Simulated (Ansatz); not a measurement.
`C#[C][GeH]([NH2])[SH]` and `[NH2][GeH]([SH])[TeH]` differ in one atom or group.

Ansatz, PBE0-D4/def2-TZVP geometries, multiplicity 1. Each molecule was computed in one conformer, which needn't be the lowest.

Elements past krypton have def2 core potentials. Scalar relativity is left out up to krypton.

| property | `C#[C][GeH]([NH2])[SH]` |
| --- | --- |
| LUMO energy (PBE0/def2-TZVPP) / eV | -0.38 |
| LUMO energy (ωB97M-V/def2-TZVPP) / eV | 1.53 |
| size of the dipole moment (PBE/def2-TZVPP) / D | 2.10 |
| LUMO energy (B3LYP/def2-TZVPP) / eV | -0.60 |
| HOMO–LUMO gap (PBE0/def2-TZVPP) / eV | 7.02 |
| HOMO–LUMO gap (ωB97M-V/def2-TZVPP) / eV | 11.14 |

Question: Give the same properties after the change, and the shifts. (An estimate is asked.)

Answer: Computed: 
```
                                      property  `[NH2][GeH]([SH])[TeH]`  shift
            LUMO energy (PBE0/def2-TZVPP) / eV                    -0.99  -0.61
         LUMO energy (ωB97M-V/def2-TZVPP) / eV                     0.79  -0.74
size of the dipole moment (PBE/def2-TZVPP) / D                     1.65  -0.45
           LUMO energy (B3LYP/def2-TZVPP) / eV                    -1.24  -0.64
          HOMO–LUMO gap (PBE0/def2-TZVPP) / eV                     5.54  -1.48
       HOMO–LUMO gap (ωB97M-V/def2-TZVPP) / eV                     9.41  -1.73
```

With PBE0 the HOMO rises by 0.87 eV and the LUMO falls by 0.61 eV, so the gap narrows by about 1.48 eV. PBE moves the HOMO by 0.68 eV and ωB97M-V by 0.99 eV. Dipoles are sizes alone; their direction can turn.

B3LYP here is the variant with VWN-RPA as its local correlation; programs differ in this.

Spin–orbit coupling is left out; it splits and shifts lone-pair levels of the heavy atoms by tenths of an eV.
